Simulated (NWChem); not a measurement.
Species: C3H5ClSi; SMILES CC#C[SiH2]Cl

Results from NWChem. Medium grid unless said otherwise, to which SCAN and Minnesota functionals are sensitive. All runs use the structure optimised with PBE-D3(BJ)/def2-SVP. Hybrids' shares of exact exchange are those that their runs print; pure functionals count as 0. The functionals differ in more than this share.

```
row                                   share of exact exchange  highest occupied level (eV)
------------------------------------  -----------------------  ---------------------------
PBE/def2-SVP                                             0.00                        -6.61
LDA (Slater exchange, VWN5)/def2-SVP                     0.00                        -6.71
B3LYP/def2-SVP                                           0.20                        -7.57
PW6B95/def2-SVP                                          0.28                        -7.92
M05-2X/def2-SVP                                          0.56                     withheld
```

Q: Fit a straight line of the last column on the one before it, predict the withheld value, and compare with the run.

A: 
1. Means of the 4 shown rows: x = 0.120, y = -7.203. Slope Σ(x − x̄)(y − ȳ)/Σ(x − x̄)² = -0.2744/0.06080 = -4.513; intercept -6.661.
2. The shown rows scatter about the line by 0.036 (root mean square); the largest residual is +0.05, at PBE/def2-SVP.
3. At x = 0.56 (M05-2X/def2-SVP; beyond the shown range) the line gives -9.19.
4. The run gives -9.16, +0.03 from the line, 0.8 times the scatter.
